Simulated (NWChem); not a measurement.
**Spin states of CNO**

SMILES: [N]=C=O
```xyz
3

N      0.0000     0.0000     1.2646
C      0.0000     0.0000     0.0391
O      0.0000     0.0000    -1.1358
```
Charge 0, spin multiplicity 2.

All runs are NWChem calculations. All single points use one geometry, from UPBE0/def2-SVP, a minimum by its harmonic frequencies.

Basis set: def2-TZVP. The gap is E(quartet) − E(doublet) at the geometry of the doublet, so a negative value puts the higher spin lower. Open shells are unrestricted. The quartet is the single determinant that the SCF runs reached, with unpaired electrons in orbitals of symmetry b1 and b1 and b2 (C2v labels); it need not be the lowest quartet, which in molecules with degenerate π orbitals can need several determinants.

B3LYP has NWChem's definition, with VWN1-RPA local correlation. The structure started from a generated list of species. The unpaired electrons of the parent sit in orbitals of symmetry b1 (C2v labels of the run); other states weren't searched. The stability of the SCF solutions was not checked. Open-shell Hartree-Fock references start from PBE0 orbitals.

Problem. Order these methods by the vertical doublet-quartet gap they give, lowest first: B3LYP, PBE, PBE0, HF.

Solution. HF (133.4 kcal/mol), PBE0 (150.0 kcal/mol), B3LYP (150.9 kcal/mol), PBE (152.5 kcal/mol)
